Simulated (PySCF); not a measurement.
## C⁻ (carbon, charge -1) across methods

[He] 2s2 2p3, high-spin 4S determinant. Calculation: PySCF 2.14, in dyall-acv3z; the non-relativistic Hamiltonian (point nucleus).

| method | E (hartree) | mean ε 2s α (eV) | mean ε 2s β (eV) | mean ε 2p α (eV) | Σ⟨r²⟩ (bohr²) | ⟨S²⟩ |
| --- | --- | --- | --- | --- | --- | --- |
| PBE0 | -37.8597 | -8.299 | -4.118 | 0.838 | 30.04 | 3.753 |
| LDA | -37.5372 | -6.165 | -3.192 | 1.672 | 32.74 | 3.754 |
| wB97X-V | -37.8925 | -10.903 | -6.721 | -1.234 | 28.83 | 3.753 |
| r2SCAN | -37.8901 | -7.152 | -2.875 | 1.632 | 30.45 | 3.755 |
| BLYP | -37.9000 | -6.106 | -3.386 | 1.917 | 33.90 | 3.754 |
| UHF | -37.71026 | -14.301 | -5.793 | -2.126 | 26.17 | 3.757 |
| LC-wPBE | -37.8775 | -11.277 | -6.723 | -1.666 | 27.42 | 3.751 |
| PBE | -37.8577 | -6.319 | -3.206 | 1.760 | 33.08 | 3.753 |

(1) Estimate the same row for PW91.

The highest occupied level is positive at PBE0, PW91, LDA, r2SCAN, BLYP, PBE: only the finite basis holds that electron, which in a density functional comes from self-interaction.

## Answers

(1) E (hartree) = -37.8922; mean ε 2s α (eV) = -6.303; mean ε 2s β (eV) = -3.169; mean ε 2p α (eV) = 1.754; Σ⟨r²⟩ (bohr²) = 32.62; ⟨S²⟩ = 3.753.
